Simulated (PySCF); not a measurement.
## Deuteron quadrupole couplings in `COc1ppc(C(C)C)[p-]1`

Species: C₆H₁₀OP₃ (charge -1).
Atom-mapped SMILES: `[CH3:1][O:2][c:3]1[p:4][p:5][c:6]([CH:7]([CH3:8])[CH3:9])[p-:10]1` (hydrogens: H11, H12, H13 on C1; H14 on C7; H15, H16, H17 on C8; H18, H19, H20 on C9)

Structure used (GFN2-xTB), in Å, numbered top down from 1:
```xyz
20
C6H10OP3 angstrom
C      4.3996    0.2744   -0.6738
O      3.4035    0.0364    0.2702
C      2.1125    0.1458   -0.1938
P      1.7292    0.5747   -1.8325
P     -0.3560    0.4938   -1.6730
C     -0.4921    0.0567    0.0001
C     -1.8540   -0.1770    0.6146
C     -2.4666   -1.4653    0.0664
C     -2.7899    1.0025    0.3678
P      0.9031   -0.1865    1.0224
H      5.3585    0.1347   -0.1711
H      4.3106   -0.4192   -1.5207
H      4.3273    1.2948   -1.0729
H     -1.7111   -0.2950    1.6978
H     -2.5911   -1.3765   -1.0112
H     -3.4377   -1.6623    0.5238
H     -1.8049   -2.3058    0.2670
H     -3.7618    0.8327    0.8339
H     -2.3583    1.9143    0.7753
H     -2.9260    1.1377   -0.7029
```

Level: PBE0/pcSseg-1 (PySCF, non-relativistic); Q(2H) = 0.00286 b; rigid geometry, the same for H and D, with no vibrational averaging.

Problem. Rank these positions by the coupling χzz of a deuteron there, largest first.
A. H13 (methyl hydrogen)
B. H11 (methyl hydrogen)
C. H16 (methyl hydrogen)

Solution. C (212 kHz), B (206 kHz), A (193 kHz).

Problem. Give the electric field gradient Vzz (the principal value of largest size), its asymmetry and the 2H coupling at each hydrogen.

Solution. 
| atom | bonded to | bond length (Å) | Vzz (au) | η | χzz (kHz) |
| --- | --- | --- | --- | --- | --- |
| H11 | C1 | 1.092 | 0.3067 | 0.06 | 206 |
| H12 | C1 | 1.098 | 0.2864 | 0.08 | 192 |
| H13 | C1 | 1.098 | 0.2870 | 0.08 | 193 |
| H14 | C7 | 1.099 | 0.2902 | 0.01 | 195 |
| H15 | C8 | 1.088 | 0.3121 | 0.02 | 210 |
| H16 | C8 | 1.091 | 0.3151 | 0.02 | 212 |
| H17 | C8 | 1.088 | 0.3157 | 0.01 | 212 |
| H18 | C9 | 1.091 | 0.3153 | 0.02 | 212 |
| H19 | C9 | 1.088 | 0.3172 | 0.01 | 213 |
| H20 | C9 | 1.088 | 0.3121 | 0.02 | 210 |

Problem. How does χzz go with the bond length over the 10 C–H bonds?

Solution. A straight-line fit has a slope of -17.7 kHz for each 0.01 Å, with a correlation coefficient of -0.94, over lengths from 1.088 to 1.099 Å. The longer bonds have the smaller couplings here.

Problem. A static deuteron (I = 1) shows a doublet split by (3/2)χ, (3/4)χ(1 + η) and (3/4)χ(1 − η) with the field along z, y and x of the gradient. What are these for H15?

Solution. With |χ| = 209.7 kHz and η = 0.022: 315, 161 and 154 kHz, to first order and without motion.

One conformer (not necessarily the lowest) at the GFN2-xTB geometry, without solvent, vibrations or thermal averaging. The pcSseg-1 basis has no diffuse functions, a weakness for an anion. GFN2-xTB bond lengths can be off by several hundredths of an ångström, more for odd bonds, and the gradients follow them. These gradients aren't converged with respect to the basis.

These values come from a run that also computed NMR shieldings. On one thread of an Arm Neoverse V1, shared host, this took 78 s of wall time and 1.1 GiB of memory at its peak.
